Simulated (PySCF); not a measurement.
## MgSn from Hartree–Fock to correlated methods

State: ³Σ⁻ (triplet), unpaired electrons π ↑↑. Set-up: PySCF, scalar-relativistic core potentials, basis sets Mg cc-pVDZ, Sn cc-pVDZ-PP with ECP28. De refers to Mg + Sn in their high-spin ground configurations, without counterpoise correction. The functionals are run spin-unrestricted. A positive dipole means Mg(−)Sn(+). Levels whose curve was spin-contaminated or gave no clean fit are not listed.

| Level | Re (Å) | ωe (cm⁻¹) | De (eV) | μ (D) |
| --- | --- | --- | --- | --- |
| ROHF | 3.042 | 120 | 0.184 | -3.00 |
| ROHF-MP2 | 2.788 | 216 | 0.67 | n/a |
| ROHF-SCS-MP2 | 2.827 | 198 | 0.54 | n/a |
| ROHF-CCSD | 2.834 | 203 | 0.57 | n/a |
| ROHF-CCSD(T) | 2.810 | 216 | 0.67 | n/a |
| PBE | 2.777 | 223 | 1.02 | -2.65 |
| PBEsol | 2.749 | 232 | 1.16 | -2.78 |
| TPSS | 2.769 | 225 | 0.99 | -2.77 |
| PBE0 | 2.775 | 221 | 0.92 | -2.97 |
| HSE06 | 2.775 | 221 | 0.94 | -2.98 |
| MN15 | 2.793 | 211 | 0.94 | -2.99 |

The bond length runs from 2.749 Å (PBEsol) to 3.042 Å (ROHF). De spans 0.18 eV (ROHF, mean field) to 1.16 eV (PBEsol, GGA). Correlation at CCSD(T) changes the Hartree–Fock bond energy by +0.49 eV; the triples alone change it by +0.10 eV.

Correlated steps freeze 5 core orbitals. Correlated levels converge slowly with the basis: in double zeta they bind strong bonds too weakly, by up to about 1 eV, and carry superposition errors of some tenths. These are scalar-relativistic numbers at best; spin–orbit coupling would shift them, the dissociation energy most. UHF is strongly spin-contaminated for MgSn, so the ROHF reference used there is far from stable. The state is the lowest determinant that a PBE0 search found; another state may lie lower at other levels.

The whole job (state search and all levels along the bond) took about 3.4 min on 1 thread of Arm Neoverse N1 (shared host), peak memory 0.49 GiB.
